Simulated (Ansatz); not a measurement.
Relaxation of a periodic cell of 20 atoms, HC18N (surface graphene monolayer, adsorbate NH), to a largest force component of 0.03 eV/Å in at most 60 steps.

Method: DFT PBE, scalar-relativistic, plane waves, PAW in Ansatz 0.2.0. Settings: cutoff 420 eV, k mesh 2x2x1, fermi-dirac smearing 0.05 eV, no spin polarisation.

```xyz
20
Lattice="7.3980 0.0000 0.0000 -3.6990 6.4069 0.0000 0.0000 0.0000 12.0000" Properties=species:S:1:pos:R:3
C 0.000 0.000 1.000
C 1.233 0.712 1.000
C -1.233 2.136 1.000
C 0.000 2.847 1.000
C -2.466 4.271 1.000
C -1.233 4.983 1.000
C 2.466 0.000 1.000
C 3.699 0.712 1.000
C 1.233 2.136 1.000
C 2.466 2.847 1.000
C 0.000 4.271 1.000
C 1.233 4.983 1.000
C 4.932 0.000 1.000
C 6.165 0.712 1.000
C 3.699 2.136 1.000
C 4.932 2.847 1.000
C 2.466 4.271 1.000
C 3.699 4.983 1.000
N 3.288 5.220 2.430
H 3.202 5.169 3.460
```

Problem. Where does it end, and by what steps?

Solution. The run converged. The force dipped under the threshold on the way, but the program's further checks kept it going. Limits of this set-up: coarse k mesh, slab without dipole correction. After 12 steps the energy has fallen by 3.495 eV; H20 moved furthest, 1.34 Å.

| step | energy less start (eV) | largest force component (eV/Å) | accepted |
| --- | --- | --- | --- |
| 0 | 0.0000 | 2.595 | yes |
| 1 | -0.6654 | 2.278 | yes |
| 2 | -1.2606 | 1.512 | yes |
| 3 | -1.8699 | 1.680 | yes |
| 4 | -2.3430 | 1.914 | yes |
| 5 | -2.8133 | 1.631 | yes |
| 6 | -3.2769 | 1.136 | yes |
| 7 | -3.4423 | 0.425 | yes |
| 8 | -3.4740 | 0.488 | yes |
| 9 | -3.4923 | 0.189 | yes |
| 10 | -3.4943 | 0.103 | yes |
| 11 | -3.4950 | 0.011 | yes |
| 12 | -3.4950 | 0.010 | yes |

```xyz
20
Lattice="7.3980 0.0000 0.0000 -3.6990 6.4069 0.0000 0.0000 0.0000 12.0000" Properties=species:S:1:pos:R:3
C -0.004 0.129 1.031
C 1.227 0.813 0.930
C -1.227 2.233 0.942
C -0.008 2.938 0.936
C -2.444 4.347 1.031
C -1.233 5.073 0.930
C 2.465 0.095 0.936
C 3.685 0.798 0.942
C 1.229 2.223 0.930
C 2.463 2.909 1.031
C -0.011 4.369 0.930
C 1.197 5.094 1.031
C 4.920 0.079 0.997
C 6.176 0.805 0.997
C 3.681 2.227 0.993
C 4.935 2.952 0.993
C 2.420 4.342 1.336
C 3.735 5.101 1.336
N 3.052 4.766 2.620
H 3.525 3.945 3.019
```

Whether the end is a true minimum wasn't checked by a vibrational analysis.

Run time: 35 s on 1 thread of AMD EPYC 9R45 96-Core Processor (Zen 5), with other jobs on the host, peak memory 0.71 GiB.
